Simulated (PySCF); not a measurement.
TcH4 (quartet). Computed with UPBE0 in PySCF with Tc def2-TZVP with ECP28, H def2-TZVP; scalar-relativistic core potentials, no spin–orbit coupling; density-fitted integrals.

Harmonic bands of its minimum:

| ω (cm⁻¹) | IR (km/mol, summed over degenerate members) | degeneracy |
| --- | --- | --- |
| 553 | 2.3 | 2 |
| 826 | 753 | 1 |
| 1073 | 0.0 | 1 |
| 1164 | 0.0 | 1 |
| 1873 | 21.5 | 2 |
| 2135 | 0.0 | 1 |
| 2232 | 613 | 1 |

The central atom is Tc. Infer the point group and assign the bands.

D2d. The modes span 2e + 2b2 + b1 + 2a1: 553 e, 826 b2, 1073 b1, 1164 a1, 1873 e, 2135 a1, 2232 b2. The computed geometry has H–H 0.955 Å (×2), Tc–H 1.722 Å (×4); H–H–Tc 73.9° (×4), H–Tc–H 32.2° (×2), H–Tc–H 157.4° (×4).

This need not be the most stable arrangement of these atoms. With open d or f shells other occupations or spin states may lie lower.
